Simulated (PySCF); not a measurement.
Input of a response calculation (the driver script's job line, then coordinates in Å):

```
{"job": {"kind": "uv", "xc": "PBE0", "basis": "def2-SVPD", "nstates": 6, "ntriplets": 2}, "charge": 0, "multiplicity": 1}
Br     3.242831    -0.435770    -0.942462
B      1.980626     0.808600    -0.291264
N      0.679396     0.394332    -0.070399
C     -0.367245     1.185355     0.406215
C     -1.509630     0.521650     0.521694
C     -1.332349    -0.906014     0.097725
C      0.154078    -0.958231    -0.295241
H      2.309883     1.912058    -0.083565
H     -0.167117     2.217543     0.628518
H     -2.445043     0.918198     0.864906
H     -1.564477    -1.593822     0.913381
H     -1.985972    -1.155547    -0.740612
H      0.290860    -1.234801    -1.344288
H      0.713483    -1.674026     0.313228
```

Theory: TDDFT PBE0/def2-SVPD, vertical, gas phase, core orbitals frozen in the response (PySCF). Job line and output are in the format of a driver script around the code.

Q: Give the output.

A: 
```
coarse grid: 55656 points
cycle   1  E = -2809.3802440961  dE = -6.321e-02  |g| = 2.940e-01  |ddm| = 7.234e+00
cycle   2  E = -2809.3801459867  dE =  9.811e-05  |g| = 2.959e-01  |ddm| = 1.423e+00
cycle   3  E = -2809.4011890706  dE = -2.104e-02  |g| = 8.853e-02  |ddm| = 7.369e-01
cycle   4  E = -2809.4031620301  dE = -1.973e-03  |g| = 2.474e-02  |ddm| = 2.358e-01
cycle   5  E = -2809.4033048766  dE = -1.428e-04  |g| = 1.041e-02  |ddm| = 5.920e-02
cycle   6  E = -2809.4033298612  dE = -2.498e-05  |g| = 3.493e-03  |ddm| = 2.132e-02
cycle   7  E = -2809.4033323425  dE = -2.481e-06  |g| = 3.863e-04  |ddm| = 5.046e-03
final grid: 117712 points
cycle   8  E = -2809.4034094117  dE = -6.497e-08  |g| = 4.584e-04  |ddm| = 1.195e-02
cycle   9  E = -2809.4034093916  dE =  2.007e-08  |g| = 5.599e-04  |ddm| = 2.011e-03
cycle  10  E = -2809.4034094571  dE = -6.555e-08  |g| = 5.135e-05  |ddm| = 9.759e-04
cycle  11  E = -2809.4034094577  dE = -5.598e-10  |g| = 1.089e-05  |ddm| = 8.170e-05
converged SCF energy = -2809.4034094577

Static polarisability (au): isotropic 90.541, principal 62.166 83.887 125.569

Singlet excitations
state   eV       nm        f      main configurations
  1   5.3325    232.5   0.42754   H->L 0.97
  2   5.7359    216.2   0.00764   H->L+1 0.95
  3   6.1394    201.9   0.00065   H-1->L 0.97
  4   6.1440    201.8   0.05947   H->L+2 0.95
  5   6.4559    192.0   0.00054   H->L+3 0.89
  6   6.6234    187.2   0.00130   H->L+4 0.94

Triplet excitations (Tamm-Dancoff, eV): 3.6433 4.7784
```

Isolated species at its GFN2-xTB geometry (one conformer only). Relativistic effects, spin–orbit coupling among them, are left out although an element past zinc is present.

The SCF starts on a coarse grid; the energy jumps when the final grid takes over, and dE counts afresh there. H and L stand for HOMO and LUMO.
